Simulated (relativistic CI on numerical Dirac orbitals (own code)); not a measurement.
Slater and spin-orbit integrals, Ar IX

Computed by Dirac-Coulomb-Breit CI, separate exchange-only KLI orbitals for each configuration, a model potential for QED, unscaled Slater integrals (own radial code, finite nucleus).

Slater integrals F^k, G^k are unscaled and averaged over j, outside the closed core 1s2; ζ comes from projecting the Hamiltonian with its Breit term on Σ l·s of the shell.

- 2s2 2p5 3s: ζ(2p) = 11884, G^1(2p,3s) = 22239 cm⁻¹; <r>(2p) = 0.3591, <r^2>(2p) = 0.1586, <r>(3s) = 1.091, <r^2>(3s) = 1.352 (bohr units).
- 2s2 2p5 3p: ζ(2p) = 11881, F^2(2p,3p) = 53296, G^0(2p,3p) = 21761, G^2(2p,3p) = 22914, ζ(3p) = 2124.9 cm⁻¹; <r>(2p) = 0.3595, <r^2>(2p) = 0.159, <r>(3p) = 1.112, <r^2>(3p) = 1.42 (bohr units).
- 2s2 2p5 3d: ζ(2p) = 11924, F^2(2p,3d) = 58563, G^1(2p,3d) = 47971, G^3(2p,3d) = 27376, ζ(3d) = 95.275 cm⁻¹; <r>(2p) = 0.3594, <r^2>(2p) = 0.1589, <r>(3d) = 1.07, <r^2>(3d) = 1.328 (bohr units).

Averages of the first 10 configurations, taken without configuration mixing, which lowers the lowest level and can move excited configurations by several eV; other configurations of the list can lie among them:

```
Configuration  Parity  States  Average energy above the lowest level (eV)
      2s2 2p6    even       1                                         0.2
   2s2 2p5 3s     odd      12                                       251.7
   2s2 2p5 3p    even      36                                       269.7
   2s2 2p5 3d     odd      60                                       293.3
    2s 2p6 3s    even       4                                       329.1
    2s 2p6 3p     odd      12                                       346.4
   2s2 2p5 4s     odd      12                                       334.7
   2s2 2p5 4p    even      36                                       341.6
   2s2 2p5 4d     odd      60                                       350.1
   2s2 2p5 4f    even      84                                       352.8
```
